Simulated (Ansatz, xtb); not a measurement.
# AgH (SMILES [AgH]): the energy, rung by rung

AgH has 2 atoms, charge 0, and is taken as a singlet. As SMILES, `[AgH]`. The bond length is the measured one. The run starts from this shape.

```xyz
2

Ag    0.0000    0.0000    0.0000
H     0.0000    0.0000    1.6181
```

Quantity: the adiabatic ionisation energy (to the doublet cation, no zero-point term), in eV. The values are calculated.

```csv
level,kind,program,value (eV),less CCSD(T)/def2-TZVP,CPU time (all runs)
GFN2-xTB,semi-empirical,xtb,14.92,+5.92,under 2 s
SVWN5/def2-TZVP (core potential),LDA,Ansatz,9.86,+0.86,4.4 s
PBE-D3(BJ)/def2-TZVP (core potential),GGA,Ansatz,9.52,+0.52,7.4 s
r2SCAN/def2-TZVP (core potential),meta-GGA,Ansatz,9.39,+0.39,15 s
B3LYP-D4/def2-TZVP (core potential),global hybrid,Ansatz,9.54,+0.54,9.9 s
wB97X-V/def2-TZVP (core potential),range-separated hybrid,Ansatz,9.20,+0.20,34 s
CCSD(T)/def2-TZVP (core potential),coupled cluster or CI,Ansatz,9.00,0.00,2.8 min
```

CCSD(T)/def2-TZVP (core potential) is the highest level here, not the true value. Spin-orbit coupling, which can split open shells on such heavy atoms by tenths of an eV, is left out. The values span 9.00 to 14.92 eV. The xTB values lack the empirical shift that such differences need. CPU times are rough (shared hosts, several kinds of processor): they show what a rung costs within a factor of a few.
